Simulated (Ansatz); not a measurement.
Ansatz (an electronic-structure program) input for C₂, SMILES [C]=[C] (connectivity only; charge and spin as stated), neutral, multiplicity 1, PBE0-D3(BJ)/def2-TZVPD. 

Ansatz 0.2 input:
```yaml
crystal:
  periodic: [false, false, false]
  atoms:
    - {symbol: C, position_ang: [0.00000000, 0.00000000, -0.58027460]}
    - {symbol: C, position_ang: [0.00000000, 0.00000000, 0.58027460]}
basis:
  gaussian:
    orbitals: def2-TZVPD
hamiltonian:
  xc: pbe0
  dispersion: d3bj
relax: {f_tol: 0.002, max_steps: 200}
```

Output:

```
WARN ansatz: RAYON_NUM_THREADS=1 ignored (pool sized by the plan → 1); use --threads N
Functional definition: PBE0
integrals: 0.01 GiB planned
348 factors; their error is unknown
mean field: 0.12 GiB planned
mean field evaluation 1: about -2060.3677 eV, gradient 3.0e1 eV
mean field evaluation 2: about -2061.0155 eV, gradient 2.3e1 eV
mean field evaluation 4: about -2062.3336 eV, gradient 1.0e-1 eV
mean field evaluation 8: about -2062.3452 eV, gradient 6.3e-3 eV
mean field evaluation 16: about -2062.1922 eV, gradient 3.1e0 eV
mean field -2062.34518011 eV, -75.7897874611 hartree, gradient 2.0e-5 eV, S^2 0.000000; 1 other end points of the search recorded, 0 dependent functions left out
the calculation of the forces begins
reference -2062.34519894 eV, -75.7897881534 hartree; 6, 6 occupied and 68, 68 virtual orbitals, 348 factors
relax step   1: F+E_penalty+E_count = -2062.36088573 eV  Δ(F+E_penalty+E_count) = +0.000e0 eV  max|allowed force component| = 8.929e0 eV/Å  Δτ_max = 0.0000 Å  (39 SCF iters, accepted)
these checks for a lower state are left out or cut short: starts, cluster_reference, orbital_swaps, neighbouring_geometries, increment
integrals: 0.01 GiB planned
348 factors; their error is unknown
mean field: 0.12 GiB planned
mean field -2062.69332414 eV, -75.8025815185 hartree, gradient 8.6e-6 eV, S^2 0.000000; 0 other end points of the search recorded, 0 dependent functions left out
the calculation of the forces begins
reference -2062.69334318 eV, -75.8025822182 hartree; 6, 6 occupied and 68, 68 virtual orbitals, 348 factors
relax step   2: F+E_penalty+E_count = -2062.70902557 eV  Δ(F+E_penalty+E_count) = -3.481e-1 eV  max|allowed force component| = 6.109e-1 eV/Å  Δτ_max = 0.0391 Å  (42 SCF iters, accepted)
these checks for a lower state are left out or cut short: starts, cluster_reference, orbital_swaps, neighbouring_geometries, increment
integrals: 0.01 GiB planned
348 factors; their error is unknown
mean field: 0.12 GiB planned
mean field evaluation 32: about -2062.6955 eV, gradient 3.5e-4 eV
mean field -2062.69553938 eV, -75.8026629271 hartree, gradient 7.2e-6 eV, S^2 0.000000; 0 other end points of the search recorded, 0 dependent functions left out
the calculation of the forces begins
reference -2062.69555844 eV, -75.8026636275 hartree; 6, 6 occupied and 68, 68 virtual orbitals, 348 factors
relax step   3: F+E_penalty+E_count = -2062.71124041 eV  Δ(F+E_penalty+E_count) = -2.215e-3 eV  max|allowed force component| = 9.185e-2 eV/Å  Δτ_max = 0.0032 Å  (45 SCF iters, accepted)
these checks for a lower state are left out or cut short: starts, cluster_reference, orbital_swaps, neighbouring_geometries, increment
integrals: 0.01 GiB planned
348 factors; their error is unknown
mean field: 0.12 GiB planned
mean field -2062.69559206 eV, -75.8026648629 hartree, gradient 6.0e-6 eV, S^2 0.000000; 0 other end points of the search recorded, 0 dependent functions left out
the calculation of the forces begins
reference -2062.69561112 eV, -75.8026655634 hartree; 6, 6 occupied and 68, 68 virtual orbitals, 348 factors
relax step   4: F+E_penalty+E_count = -2062.71129301 eV  Δ(F+E_penalty+E_count) = -5.260e-5 eV  max|allowed force component| = 1.312e-3 eV/Å  Δτ_max = 0.0006 Å  (47 SCF iters, accepted)
integrals: 0.01 GiB planned
348 factors; their error is unknown
mean field: 0.12 GiB planned
mean field -2062.69559206 eV, -75.8026648629 hartree, gradient 6.0e-6 eV, S^2 0.000000; 2 other end points of the search recorded, 0 dependent functions left out
the calculation of the forces begins
reference -2062.69561112 eV, -75.8026655634 hartree; 6, 6 occupied and 68, 68 virtual orbitals, 348 factors
Total energy: -2062.71131207 eV, -75.8032425627 hartree
Atom 0 at    -0.000000    -0.000000    -0.623100 Å, force    -0.000000     0.000000    -0.001312 eV/Å
Atom 1 at     0.000000     0.000000     0.623100 Å, force     0.000000    -0.000000     0.001312 eV/Å
Dipole moment:     0.000000     0.000000     0.000000 e Å
```

The calculation finished and met its thresholds.

Cost: roughly 3 core-seconds.
